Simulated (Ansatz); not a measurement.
CH8AlGaSi (`[CH3][AlH][SiH2][GaH2]`). Total charge 0; spin multiplicity 1.

Cartesian coordinates in Å:
```
C 0.053 0.253 -2.424
Al 0.240 -0.986 -0.927
Si -0.851 -0.540 1.221
Ga 0.523 0.910 2.549
H -0.688 1.036 -2.249
H -0.220 -0.280 -3.341
H 1.014 0.740 -2.626
H 1.181 -2.263 -1.074
H -1.116 -1.808 1.964
H -2.163 0.135 0.980
H 0.458 2.471 2.351
H 1.569 0.332 3.574
```

(1) List the harmonic frequencies (cm⁻¹, unscaled) at PBE0-D4/def2-TZVP in Ansatz. (Estimate.)

(2) Is this a minimum?

(3) Give the ideal-gas thermochemistry at 298.15 K and 1 bar (rigid rotor, harmonic oscillator; point group C1, symmetry number 1).

(4) And at 400, 500, 600, 800 and 1000 K?

Results:

(1) The calculation gave: 20, 35, 67, 81, 134, 310, 318, 361, 391, 413, 486, 540, 595, 618, 634, 668, 748, 762, 917, 1214, 1434, 1441, 1897, 1943, 1950, 2176, 2191, 3032, 3103, 3136.

(2) Yes, all 30 modes are real.

(3) Zero-point energy 189.1 kJ/mol; H(298) − E = 217.5 kJ/mol; entropy 427.1 J/(mol·K), of which translation 170.9, rotation 120.6, vibration 135.6; G(298) − E = 90.2 kJ/mol. Modes under 100 cm⁻¹ are hindered rotations or soft bends, so the harmonic entropy is rough.

(4) 
```tsv
T (K)	H − E (kJ/mol)	S (J/mol/K)	G − E (kJ/mol)
400	233.3	472.3	44.3
500	250.6	510.9	-4.9
600	269.3	545.0	-57.7
800	310.4	603.9	-172.8
1000	355.0	653.6	-298.6
```
